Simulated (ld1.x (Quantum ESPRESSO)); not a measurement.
**An all-electron radial function and its pseudo partner (Sn)**

Columns: radius, all-electron u(r) and pseudo u(r) of the 5s shell (level -14.33 eV) of tin in the configuration [Kr] 4d10 5s2 5p1.5; LDA (PZ), scalar-relativistic, TM semilocal scheme, ld1.x (Quantum ESPRESSO) 7.5.

| r (bohr) | all-electron | pseudo |
| --- | --- | --- |
| 0.135 | -0.0349 | 0.0182 |
| 0.270 | 0.2299 | 0.0383 |
| 0.405 | -0.0382 | 0.0626 |
| 0.540 | -0.3018 | 0.0935 |
| 0.675 | -0.3574 | 0.1338 |
| 0.810 | -0.2474 | 0.1863 |
| 0.945 | -0.0589 | 0.2528 |
| 1.080 | 0.1444 | 0.3331 |
| 1.215 | 0.3282 | 0.4237 |
| 1.350 | 0.4781 | 0.5169 |
| 1.485 | 0.5909 | 0.6026 |
| 1.620 | 0.6691 | 0.6713 |
| 1.755 | 0.7175 | 0.7177 |
| 1.890 | 0.7413 | 0.7413 |
| 2.025 | 0.7455 | 0.7455 |
| 2.160 | 0.7349 | 0.7349 |
| 2.295 | 0.7132 | 0.7132 |
| 2.430 | 0.6836 | 0.6836 |
| 2.565 | 0.6485 | 0.6485 |
| 2.700 | 0.6101 | 0.6101 |
| 2.835 | 0.5699 | 0.5699 |
| 2.970 | 0.5292 | 0.5292 |
| 3.105 | 0.4888 | 0.4888 |
| 3.240 | 0.4495 | 0.4495 |
| 3.375 | 0.4118 | 0.4118 |
| 3.510 | 0.3759 | 0.3759 |

Q: How many radial nodes do the two functions have?

A: The all-electron 5s function has n − l − 1 = 4 (the table is too coarse to show those close to the nucleus); the pseudo-wave has 0, since the states of the same l below it are removed with the core.

Q: At about which radius was the pseudo-wave matched?

A: 2.00 bohr. The columns agree to 0.0005 from 1.75 bohr on; several derivatives are matched, so the curves merge somewhat inside the radius.

Q: Is the pseudo-wave norm-conserving?

A: Yes: the TM semilocal scheme keeps the norm inside the radius equal to the all-electron one, which fixes the energy derivative of the logarithmic derivative at the level.
